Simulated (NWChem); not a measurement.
Species: C3H3ClF2; SMILES FC(F)/C=C/Cl

```xyz
9

F     -0.9203     2.3211    -0.3534
C     -0.0541     1.5640     0.3905
F      1.2026     1.7320    -0.1196
C     -0.4734     0.1258     0.3336
C      0.3672    -0.8380    -0.0292
Cl    -0.0834    -2.5189    -0.0957
H     -0.0573     1.9712     1.4092
H     -1.5005    -0.0831     0.6175
H      1.3962    -0.6556    -0.3127
```
Atoms are numbered in this order, from 1.

Results from NWChem. The geometry was optimised at B3LYP/6-31G* (spherical d).

### Question
Order these by “dipole (D)”, lowest first: CAM-B3LYP/def2-TZVP; LDA (Slater exchange, VWN5)/def2-TZVP; PBE/def2-TZVP.

### Answer
PBE/def2-TZVP (1.37), LDA (Slater exchange, VWN5)/def2-TZVP (1.43), CAM-B3LYP/def2-TZVP (1.54)
